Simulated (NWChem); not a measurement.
System: ZnF cation; SMILES [F][Zn+]

The following NWChem deck was run.

```
start job
memory heap 200 mb stack 900 mb global 1100 mb
charge 1
geometry units angstroms noautosym nocenter noautoz
  Zn     0.000000     0.000000    -0.392321
  F      0.000000     0.000000     1.326688
end
basis spherical
  Zn library def2-svpd
  F library def2-svpd
end
dft
  xc b3lyp
  iterations 150
end
tddft
  cis
  nroots 6
  notriplet
end
task tddft energy
```

Output (shortened):

```
             Northwest Computational Chemistry Package (NWChem) 7.3.0
             --------------------------------------------------------

                             Geometry "geometry" -> ""
                             -------------------------

 Output coordinates in angstroms (scale by  1.889725989 to convert to a.u.)

  No.       Tag          Charge          X              Y              Z
 ---- ---------------- ---------- -------------- -------------- --------------
    1 Zn                  30.0000     0.00000000     0.00000000    -0.39232100
    2 F                    9.0000     0.00000000     0.00000000     1.32668800

 Effective nuclear repulsion energy (a.u.)      83.1164102282

                                 NWChem DFT Module
                                 -----------------

 Summary of "ao basis" -> "ao basis" (spherical)
 ------------------------------------------------------------------------------
       Tag                 Description            Shells   Functions and Types
 ---------------- ------------------------------  ------  ---------------------
 Zn                        def2-svpd                12       34   5s4p2d1f
 F                         def2-svpd                 9       23   4s3p2d

            General Information
            -------------------
          SCF calculation type: DFT
          Wavefunction type:  closed shell.
          No. of atoms     :     2
          No. of electrons :    38
           Alpha electrons :    19
            Beta electrons :    19
          Charge           :     1
          Spin multiplicity:     1
          Use of symmetry is: off; symmetry adaption is: off
          Maximum number of iterations: 150
          AO basis - number of functions:    57
                     number of shells:    21
          Convergence on energy requested:  1.00D-06
          Convergence on density requested:  1.00D-05
          Convergence on gradient requested:  5.00D-04

              XC Information
              --------------
                         B3LYP Method XC Potential
                     Hartree-Fock (Exact) Exchange  0.200
                        Slater Exchange Functional  0.800 local
                    Becke 1988 Exchange Functional  0.720 non-local
              Lee-Yang-Parr Correlation Functional  0.810
                  VWN I RPA Correlation Functional  0.190 local

             Grid Information
             ----------------
          Grid used for XC integration:  medium
          Radial quadrature: Mura-Knowles
          Angular quadrature: Lebedev.
          Tag              B.-S. Rad. Rad. Pts. Rad. Cut. Ang. Pts.
          ---              ---------- --------- --------- ---------
          Zn                  1.35      112           9.0       590
          F                   0.50       49          10.0       434
          Grid pruning is: on
          Number of quadrature shells:   161
          Spatial weights used:  Erf1

      Superposition of Atomic Density Guess
      -------------------------------------

 Sum of atomic energies:       -1876.85884196

 Renormalizing density from      39.00 to     38

      Non-variational initial energy
      ------------------------------

 Total energy =   -1847.303137
 1-e energy   =   -2717.306285
 2-e energy   =     786.886737
 HOMO         =      -1.074072
 LUMO         =      -0.587541

   convergence    iter        energy       DeltaE   RMS-Dens  Diis-err
 ---------------- ----- ----------------- --------- --------- ---------
 d= 0,ls=0.0,diis     1  -1878.0870608597 -1.96D+03  6.08D-02  7.32D+00
 d= 0,ls=0.0,diis     2  -1874.8809032670  3.21D+00  5.31D-02  4.44D+01
 d= 0,ls=0.0,diis     3  -1878.4621002453 -3.58D+00  1.58D-02  1.76D+00
 d= 0,ls=0.0,diis     4  -1878.5983706273 -1.36D-01  2.17D-03  1.89D-01
 d= 0,ls=0.0,diis     5  -1878.6112500662 -1.29D-02  9.94D-04  9.93D-03
  Resetting Diis
 d= 0,ls=0.0,diis     6  -1878.6121795468 -9.29D-04  2.49D-04  4.35D-04
 d= 0,ls=0.0,diis     7  -1878.6122190147 -3.95D-05  1.18D-04  8.73D-06
 d= 0,ls=0.0,diis     8  -1878.6122142733  4.74D-06  8.01D-05  6.06D-05
 d= 0,ls=0.0,diis     9  -1878.6122199051 -5.63D-06  3.49D-06  4.14D-08
 d= 0,ls=0.0,diis    10  -1878.6122199095 -4.46D-09  4.67D-07  4.92D-09

[...]

                                NWChem TDDFT Module
                                -------------------

            General Information
            -------------------
           No. of orbitals :     114
            Alpha orbitals :      57
             Beta orbitals :      57
        Alpha frozen cores :       0
         Beta frozen cores :       0
     Alpha frozen virtuals :       0
      Beta frozen virtuals :       0
         Spin multiplicity :       1
    Number of AO functions :      57
        Use of symmetry is : off
      Symmetry adaption is : off
         Schwarz screening :  0.10D-07

              XC Information
              --------------
                  B3LYP Method XC Potential
              Hartree-Fock (Exact) Exchange   0.20
                 Slater Exchange Functional   0.80 local
             Becke 1988 Exchange Functional   0.72 non-local
       Lee-Yang-Parr Correlation Functional   0.81
           VWN I RPA Correlation Functional   0.19 local

             TDDFT Information
             -----------------
          Calculation type : Tamm-Dancoff TDDFT
         Wavefunction type : Restricted singlets
          No. of electrons :      38
           Alpha electrons :      19
            Beta electrons :      19
              No. of roots :       6
          Max subspacesize :    5200
            Max iterations :     100
               Target root :       1
           Target symmetry : none
      Symmetry restriction : off
                 Algorithm : Optimal
        Davidson threshold :  0.10D-03

    6 smallest eigenvalue differences (eV)
--------------------------------------------------------
  No. Spin  Occ  Vir  Irrep   E(Occ)    E(Vir)   E(Diff)
--------------------------------------------------------
    1    1   19   20 a        -0.617    -0.452     4.473
    2    1   18   20 a        -0.617    -0.452     4.473
    3    1   17   20 a        -0.656    -0.452     5.553
    4    1   19   21 a        -0.617    -0.261     9.678
    5    1   18   21 a        -0.617    -0.261     9.678
    6    1   19   22 a        -0.617    -0.261     9.678
--------------------------------------------------------

  Entering Davidson iterations
  Restricted singlet excited states

  Iter   NTrls   NConv    DeltaV     DeltaE      Time
  ----  ------  ------  ---------  ---------  ---------
    1      6       0     0.32E+00   0.10+100        2.3
    2     12       0     0.14E+00   0.84E-01        2.3
    3     18       0     0.49E-01   0.40E-01        2.3
    4     24       2     0.92E-02   0.20E-02        2.3
    5     28       4     0.28E-02   0.21E-03        2.1
    6     30       3     0.31E-03   0.33E-05        1.9
    7     33       6     0.78E-04   0.56E-07        2.0
  ----  ------  ------  ---------  ---------  ---------
  Convergence criterion met

  Ground state a       -1878.612219909549 a.u.

  ----------------------------------------------------------------------------
  Root   1 singlet a              0.112671893 a.u.                3.0660 eV
  ----------------------------------------------------------------------------
     Transition Moments    X  0.20832   Y -0.18657   Z  0.00000
     Dipole Oscillator Strength                    0.0058743228
     Electric Quadrupole                           0.0000000000
     Magnetic Dipole                               0.0000000166
     Total Oscillator Strength                     0.0058743395

     Occ.   19  a   ---  Virt.   20  a        0.99856
  ----------------------------------------------------------------------------
  Root   2 singlet a              0.112671894 a.u.                3.0660 eV
  ----------------------------------------------------------------------------
     Transition Moments    X  0.18657   Y  0.20832   Z  0.00000
     Dipole Oscillator Strength                    0.0058743231
     Electric Quadrupole                           0.0000000000
     Magnetic Dipole                               0.0000000166
     Total Oscillator Strength                     0.0058743397

     Occ.   18  a   ---  Virt.   20  a        0.99856
  ----------------------------------------------------------------------------
  Root   3 singlet a              0.200841342 a.u.                5.4652 eV
  ----------------------------------------------------------------------------
     Transition Moments    X  0.00000   Y -0.00000   Z  0.97619
     Dipole Oscillator Strength                    0.1275928258
     Electric Quadrupole                           0.0000000362
     Magnetic Dipole                               0.0000000000
     Total Oscillator Strength                     0.1275928620

     Occ.   12  a   ---  Virt.   20  a       -0.15646
     Occ.   17  a   ---  Virt.   20  a        0.92389
     Occ.   18  a   ---  Virt.   21  a        0.23087
     Occ.   18  a   ---  Virt.   28  a        0.06168
     Occ.   19  a   ---  Virt.   22  a        0.23087
     Occ.   19  a   ---  Virt.   29  a        0.06168
  ----------------------------------------------------------------------------
  Root   4 singlet a              0.305897643 a.u.                8.3239 eV
  ----------------------------------------------------------------------------
     Transition Moments    X  0.00000   Y  0.00000   Z -0.00001
     Dipole Oscillator Strength                    0.0000000000
     Electric Quadrupole                           0.0000000000
     Magnetic Dipole                               0.0000000000
     Total Oscillator Strength                     0.0000000000

[...]
```

Level: B3LYP/def2-SVPD, TDA. Structure relaxed at the PBE0/def2-SVP level.
